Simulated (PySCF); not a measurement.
Species: C7H16Si.
Geometry (GFN2-xTB, Å), atoms numbered from 1 in this order:
```
atom  x, y, z in Å
C1    -2.454    0.714   -0.304
C2    -1.879   -0.699   -0.294
C3    -0.442   -0.713   -0.758
C4     0.463   -1.858   -0.435
C5     0.720   -0.502    0.180
Si6    0.456   -0.314    2.042
C7     1.890    0.283   -0.386
C8     1.666    1.787   -0.281
H9    -2.411    1.135   -1.307
H10   -3.491    0.708    0.021
H11   -1.885    1.358    0.363
H12   -1.946   -1.113    0.713
H13   -2.474   -1.335   -0.957
H14   -0.325   -0.282   -1.749
H15    1.142   -2.214   -1.197
H16    0.078   -2.645    0.197
H17    1.770   -0.162    2.674
H18   -0.365    0.859    2.358
H19   -0.191   -1.508    2.593
H20    2.039    0.017   -1.437
H21    2.804    0.016    0.151
H22    0.749    2.069   -0.794
H23    1.582    2.086    0.762
H24    2.494    2.331   -0.730
```

NICS is the negative of the GIAO shielding at a point without a nucleus: at the ring centre (0) and 1 Å above and below it (1); zz is the component along the ring normal. Level: GIAO PBE0/pcSseg-1 (PySCF, non-relativistic, gas phase) on the GFN2-xTB geometry, one conformer.

Ring bond lengths (Å), with Mayer bond orders in brackets: C3–C4 1.495 (0.95), C4–C5 1.510 (0.94), C5–C3 1.508 (0.89).

**Question.** Give the NICS values of each ring in ppm.

**Answer.** 
| ring | type | NICS(0) | NICS(1), two faces | NICS(1)zz, two faces | rms pucker (Å) | centre to ring atoms, mean (Å) |
| --- | --- | --- | --- | --- | --- | --- |
| C3–C4–C5 | 3-membered carbocycle; formal bonds all single | -44.8 | -8.6 / -8.9 | -21.8 / -21.6 | 0.00 | 0.87 |

**Question.** What can be read from them?

**Answer.** 
- C3–C4–C5: mean NICS(1)zz -21.7 ppm, shielded. C3, C4, C5 have four or more neighbours; no verdict on aromaticity is drawn. NICS(0) lies 36 ppm below the mean NICS(1).

**Question.** At the second NICS(1) probe listed for ring C3–C4–C5, 1 Å off the ring, what do the in-plane components average?

**Answer.** The isotropic value is a third of the trace: (3 × -8.9 − (-21.6))/2 = -2.6 ppm.

**Question.** Give the inner angles of the rings and the Hirshfeld charges of the ring atoms.

**Answer.** 
- C3–C4–C5: C3 60.4° (-0.037 e), C4 60.2° (-0.094 e), C5 59.4° (-0.079 e); sum 180.0° against 180° for a flat convex ring.
